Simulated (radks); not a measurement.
Values are calculated unless marked as measured or tabulated.
Spherical jellium clusters: N electrons in a uniform positive sphere of charge N and radius rs N^(1/3), rs = 4.68 bohr. Level of theory: non-relativistic Kohn-Sham, PBE, spin-polarised, spherical densities (a radial shooting solver with Libxc functionals). Levels are named by radial order and angular momentum (1s, 1p, 1d, 2s, ...), and open shells are averaged over m.

N = 5, configuration 1s2 1p(up 3, down 0). This is the lowest configuration that the search found. Occupied levels:

level,occupation,eigenvalue (eV),<r> (bohr)
1s up,1,-3.8045,5.716
1s down,1,-3.2349,5.075
1p up,3,-2.7265,6.763

Energy (eV): total -8.61163, kinetic 7.1288, external -99.848, Hartree 49.120, exchange-correlation -16.017, background 51.004.

Electron density:

r (bohr),n(r) (e/bohr^3)
0.595,0.002623
1.59,0.002720
2.58,0.002854
3.58,0.002922
4.57,0.002782
5.56,0.002350
6.56,0.001697
7.55,0.001014
8.54,0.0004979
9.54,0.0002162
10.5,0.00008910
11.5,0.00003557
12.5,0.00001406
